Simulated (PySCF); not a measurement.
## Ionisation energy along the 20-electron series

Calculated with PySCF 2.14 and a two-component X2C-1e Hamiltonian (Gaussian nucleus, no Breit or QED terms), each ion in its own even-tempered basis scaled to its charge; GMP2 freezes [Ne] and drops the highest virtual spinors. Values in eV. NIST values: (m) measured, (s) semi-empirical, (t) theoretical.

```
  ion  configuration  GHF (spin-free)  GMP2 (spin-free)  GHF (screened spin-orbit)  GMP2 (screened spin-orbit)          NIST
Pm⁴¹⁺       [Ar] 3d2           3098.7            3098.3                     3113.3                      3113.0  3112 ± 4 (t)
Sm⁴²⁺       [Ar] 3d2           3238.7            3238.3                     3254.7                      3254.4  3253 ± 4 (t)
Eu⁴³⁺       [Ar] 3d2           3382.5            3382.0                     3399.9                      3399.6  3398 ± 4 (t)
```

Between Z = 61 and Z = 63 the GMP2 (screened spin-orbit) value grows as Z to the power 2.73.
